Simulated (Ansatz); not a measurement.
# Molecular dynamics, step by step

SiPH7SO, singlet, PBE0-D4/def2-SVP (Ansatz 0.2.0). Settings (timestep in fs, temperature in K, friction in 1/fs; T counts 33 degrees of freedom, while the starting velocities carry no drift of the centre of mass, so T starts below the set value):

```yaml
hamiltonian: {xc: pbe0, dispersion: d4}
md: {n_steps: 40, timestep: 0.5, temperature: 100, ensemble: nvt_langevin, seed: 448, friction: 0.002, initial_velocities: maxwell_boltzmann}
```

Start, the saddle point found with PBE0-D4 in triple zeta (not stationary at another level):

```json
{"atom": "Si1", "x (Å)": "-0.9660", "y (Å)": "0.0153", "z (Å)": "0.0216"}
{"atom": "S2", "x (Å)": "0.7140", "y (Å)": "-2.1264", "z (Å)": "0.5566"}
{"atom": "H3", "x (Å)": "-1.3985", "y (Å)": "-0.9220", "z (Å)": "-1.0364"}
{"atom": "H4", "x (Å)": "-1.2701", "y (Å)": "-0.1955", "z (Å)": "1.4457"}
{"atom": "O5", "x (Å)": "-1.7698", "y (Å)": "1.4437", "z (Å)": "-0.2880"}
{"atom": "H6", "x (Å)": "1.7912", "y (Å)": "-0.5062", "z (Å)": "0.6483"}
{"atom": "P7", "x (Å)": "1.2331", "y (Å)": "0.6035", "z (Å)": "-0.1940"}
{"atom": "H8", "x (Å)": "0.5322", "y (Å)": "-1.9623", "z (Å)": "1.8762"}
{"atom": "H9", "x (Å)": "-2.0501", "y (Å)": "1.5998", "z (Å)": "-1.1907"}
{"atom": "H10", "x (Å)": "1.5631", "y (Å)": "1.9795", "z (Å)": "-0.4040"}
{"atom": "H11", "x (Å)": "1.6207", "y (Å)": "0.0705", "z (Å)": "-1.4351"}
```

| step | time (fs) | potential energy less the start (meV) | kinetic energy (meV) | T (K) |
| --- | --- | --- | --- | --- |
| 0 | 0.00 | 0.0 | 129.3 | 91 |
| 2 | 1.00 | -0.6 | 132.8 | 93 |
| 4 | 2.00 | 3.0 | 127.7 | 90 |
| 6 | 3.00 | 6.1 | 124.4 | 87 |
| 8 | 4.00 | 6.7 | 124.8 | 88 |
| 10 | 5.00 | 7.1 | 121.5 | 85 |
| 12 | 6.00 | 5.7 | 122.3 | 86 |
| 14 | 7.00 | -1.2 | 123.2 | 87 |
| 16 | 8.00 | -16.5 | 140.5 | 99 |
| 18 | 9.00 | -37.1 | 165.2 | 116 |
| 20 | 10.00 | -65.2 | 199.4 | 140 |
| 22 | 11.00 | -112.4 | 241.1 | 170 |
| 24 | 12.00 | -184.5 | 314.5 | 221 |
| 26 | 13.00 | -280.2 | 404.9 | 285 |
| 28 | 14.00 | -388.5 | 503.6 | 354 |
| 30 | 15.00 | -470.0 | 585.7 | 412 |
| 32 | 16.00 | -446.0 | 563.3 | 396 |
| 34 | 17.00 | -279.3 | 411.8 | 290 |
| 36 | 18.00 | -160.8 | 298.4 | 210 |
| 38 | 19.00 | -329.3 | 449.9 | 316 |
| 40 | 20.00 | -600.2 | 701.0 | 493 |

Step 6, positions (Å) and forces (eV/Å):

```json
{"atom": "Si1", "x": "-0.968", "y": "0.007", "z": "0.021", "Fx": "-0.311", "Fy": "-0.174", "Fz": "-0.596"}
{"atom": "S2", "x": "0.721", "y": "-2.127", "z": "0.552", "Fx": "0.122", "Fy": "-0.075", "Fz": "0.093"}
{"atom": "H3", "x": "-1.481", "y": "-0.949", "z": "-1.033", "Fx": "0.257", "Fy": "0.225", "Fz": "0.267"}
{"atom": "H4", "x": "-1.263", "y": "-0.179", "z": "1.441", "Fx": "-0.007", "Fy": "-0.082", "Fz": "0.354"}
{"atom": "O5", "x": "-1.773", "y": "1.450", "z": "-0.283", "Fx": "-0.230", "Fy": "0.308", "Fz": "-0.475"}
{"atom": "H6", "x": "1.784", "y": "-0.522", "z": "0.662", "Fx": "-0.054", "Fy": "-0.291", "Fz": "-0.064"}
{"atom": "P7", "x": "1.236", "y": "0.606", "z": "-0.192", "Fx": "-0.054", "Fy": "0.110", "Fz": "-0.080"}
{"atom": "H8", "x": "0.479", "y": "-1.950", "z": "1.868", "Fx": "-0.005", "Fy": "-0.047", "Fz": "0.033"}
{"atom": "H9", "x": "-2.071", "y": "1.626", "z": "-1.190", "Fx": "0.197", "Fy": "-0.164", "Fz": "0.465"}
{"atom": "H10", "x": "1.525", "y": "1.985", "z": "-0.409", "Fx": "0.033", "Fy": "0.277", "Fz": "-0.023"}
{"atom": "H11", "x": "1.608", "y": "0.100", "z": "-1.459", "Fx": "0.053", "Fy": "-0.087", "Fz": "0.027"}
```

Step 34, positions (Å) and forces (eV/Å):

```csv
atom,x,y,z,Fx,Fy,Fz
Si1,-0.994,-0.010,0.014,0.157,1.781,-0.916
S2,0.759,-2.137,0.533,-2.837,-4.776,0.208
H3,-1.612,-1.034,-0.902,0.245,0.138,0.159
H4,-1.187,-0.209,1.451,-0.136,-0.205,0.376
O5,-1.787,1.471,-0.256,-0.182,-0.537,-0.010
H6,1.525,-1.162,0.608,2.983,2.884,0.586
P7,1.251,0.631,-0.181,-0.059,0.679,0.069
H8,0.286,-1.954,1.792,0.216,-0.117,-0.205
H9,-2.117,1.614,-1.150,0.091,-0.021,0.110
H10,1.286,2.023,-0.471,-0.337,0.097,-0.379
H11,1.596,0.120,-1.469,-0.139,0.077,0.002
```

Step 38, positions (Å) and forces (eV/Å):

| atom | x | y | z | Fx | Fy | Fz |
| --- | --- | --- | --- | --- | --- | --- |
| Si1 | -0.998 | -0.004 | 0.013 | 0.330 | 1.292 | -0.720 |
| S2 | 0.762 | -2.145 | 0.531 | -3.229 | -4.936 | 0.002 |
| H3 | -1.604 | -1.066 | -0.893 | 0.290 | 0.381 | 0.263 |
| H4 | -1.178 | -0.235 | 1.457 | -0.151 | -0.117 | 0.172 |
| O5 | -1.789 | 1.469 | -0.250 | -0.443 | -0.382 | -0.479 |
| H6 | 1.576 | -1.228 | 0.621 | 3.358 | 3.127 | 0.680 |
| P7 | 1.253 | 0.638 | -0.180 | -0.160 | 0.657 | -0.125 |
| H8 | 0.272 | -1.966 | 1.782 | 0.242 | -0.069 | -0.150 |
| H9 | -2.119 | 1.600 | -1.155 | 0.213 | -0.028 | 0.504 |
| H10 | 1.219 | 2.027 | -0.514 | -0.261 | -0.049 | -0.307 |
| H11 | 1.594 | 0.119 | -1.477 | -0.191 | 0.125 | 0.159 |

Last step (40):

Si1  (-1.000, -0.001, 0.011)
S2  (0.762, -2.152, 0.530)
H3  (-1.596, -1.079, -0.886)
H4  (-1.175, -0.250, 1.463)
O5  (-1.791, 1.468, -0.247)
H6  (1.651, -1.213, 0.638)
P7  (1.254, 0.641, -0.180)
H8  (0.268, -1.975, 1.775)
H9  (-2.118, 1.593, -1.150)
H10  (1.182, 2.028, -0.538)
H11  (1.590, 0.120, -1.479)
(Å)

Hardware: 4 CPU threads of an Arm Neoverse V2, shared host. Wall time 48 s; peak host memory 0.6 GiB.
